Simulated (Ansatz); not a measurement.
`[NH2][K]` + `[SiH3]Br` → `[K][Br]` + `N[SiH3]`  (redistribution)

Isolated molecules relaxed with PBE0-D4/def2-TZVP in Ansatz; ΔE leaves out vibrations. CCSD(T)/CBS is the MP2 limit (def2-TZVPP, def2-QZVPP) plus CCSD(T) − MP2 in def2-TZVPP, frozen cores. This one scheme is used for every species. Functionals use def2-TZVPP. For Br, K outer-core shells are correlated without core-valence functions, which leaves a few kJ/mol of doubt a bond. Scalar relativity is left out up to krypton.

```json
{"level": "B97M-V", "ΔE (kcal/mol)": "-52.4"}
{"level": "CAM-B3LYP-D4", "ΔE (kcal/mol)": "-53.4"}
{"level": "HF/def2-TZVPP", "ΔE (kcal/mol)": "-61.8"}
{"level": "CCSD/CBS(def2)", "ΔE (kcal/mol)": "-50.8"}
```

What does CCSD(T)/CBS give? (Estimate.)

The calculation gave: -49.5 kcal/mol. The listed levels differ from it by -2.9, -3.9, -12.3, -1.3 kcal/mol.

What do rigid-rotor, harmonic-oscillator terms from PBE0-D4/def2-TZVP frequencies (298.15 K, 1 bar) make of the CCSD(T)/CBS value? (An estimate is asked.)

Computed: ΔZPE = +2.2 kcal/mol, ΔH = -47.6 kcal/mol, ΔS = -2 J/(mol·K), ΔG = -47.4 kcal/mol.

Largest T1 diagnostic among the species: 0.010.

At CCSD(T), def2-SVP lies −6.4 kcal/mol from the extrapolated value and def2-TZVPP −2.4 kcal/mol. From BLYP to BHLYP (50 % exact exchange), in def2-TZVPP and without D4, ΔE moves by −7.7 kcal/mol. Leaving LDA and LC-ωPBE aside and taking each functional with its dispersion term where it has one, the values, not all of them listed here, spread over 8.2 kcal/mol, from BHLYP-D4 to revPBE-D4. LDA lies −1.1 kcal/mol from PBE without D4.
